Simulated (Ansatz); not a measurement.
Calculated with Ansatz (gas phase, PBE0-D4/def2-TZVP geometries, no zero-point term in ΔE). CCSD(T)/CBS adds triple-zeta CCSD(T) − MP2 to the extrapolated MP2 energy (def2 sets, frozen cores). This one scheme is used for every species. DFT in def2-TZVPP. B3LYP here is the variant with VWN-RPA as its local correlation; programs differ in this. For Ge outer-core shells are correlated without core-valence functions, which leaves a few kJ/mol of doubt a bond. Scalar relativity is left out up to krypton. Each species was taken in one conformer, which may not be the lowest.

Consider the ligand exchange at a Ge–C bond: `F[CH2][GeH2][GeH3]` + HCl → `[Cl][GeH2][GeH3]` + `CF`.

Question: Is it downhill or uphill in electronic energy at CCSD(T)/CBS, and by how much? (An estimate is asked.)

Answer: The calculation gave: Downhill: ΔE = -23.5 kcal/mol.

Question: What do these levels give: B3LYP-D4, HF/def2-TZVPP, MP2/def2-TZVPP, CCSD/def2-TZVPP, CCSD(T)/def2-TZVPP, SCS-MP2/def2-QZVPP? (Best estimate.)

Answer: The calculation gave: B3LYP-D4 -24.7, HF/def2-TZVPP -29.5, MP2/def2-TZVPP -23.9, CCSD/def2-TZVPP -23.4, CCSD(T)/def2-TZVPP -22.9, SCS-MP2/def2-QZVPP -25.0 kcal/mol.

Largest T1 diagnostic among the species: 0.012.

In def2-TZVPP, CCSD(T) changes the Hartree–Fock value by +6.6 kcal/mol (the triples alone add +0.5 kcal/mol) and MP2 by +5.6 kcal/mol. From PBE to PBE0 (25 % exact exchange), in def2-TZVPP and without D4, ΔE moves by −1.2 kcal/mol.
